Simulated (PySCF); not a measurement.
Input for PySCF: U-HF/6-31G* on MgO, a point of a bond scan (R = 2.609 Å).

```python
from pyscf import gto, scf, dft, mp
from pyscf.data.elements import chemcore

mol = gto.M(
    atom='''
    Mg   -0.00000000   -0.00000000   -0.69577288
    O     0.00000000    0.00000000    1.91337542
    ''',
    basis='6-31g*',
    cart=True,
    charge=0, spin=0, verbose=3, max_memory=1800)
mf = scf.UHF(mol)
mf.conv_tol = 1e-8
mf.max_cycle = 100
mf.init_guess_breaksym = True
mf.kernel()
if not mf.converged:
    mf = mf.newton().run(mf.mo_coeff, mf.mo_occ)
for _ in range(4):
    mo, _, stable, _ = mf.stability(return_status=True)
    if stable:
        break
    mf.kernel(mf.make_rdm1(mo, mf.mo_occ))
```

It printed:

```
converged SCF energy = -274.271596095976  <S^2> = 2.3250006e-09  2S+1 = 1
<class 'pyscf.scf.uhf.UHF'> wavefunction has an internal instability
converged SCF energy = -274.338541477608  <S^2> = 1.1378848  2S+1 = 2.3561705
<class 'pyscf.scf.uhf.UHF'> wavefunction has an internal instability
converged SCF energy = -274.354329873906  <S^2> = 1.0094723  2S+1 = 2.2445243
<class 'pyscf.scf.uhf.UHF'> wavefunction is stable in the internal stability analysis
```

The calculation finished and met its thresholds. Its determinant has ⟨S²⟩ = 1.01, a mixture of spin states.

Cost: around 1.0 core-seconds (rough).
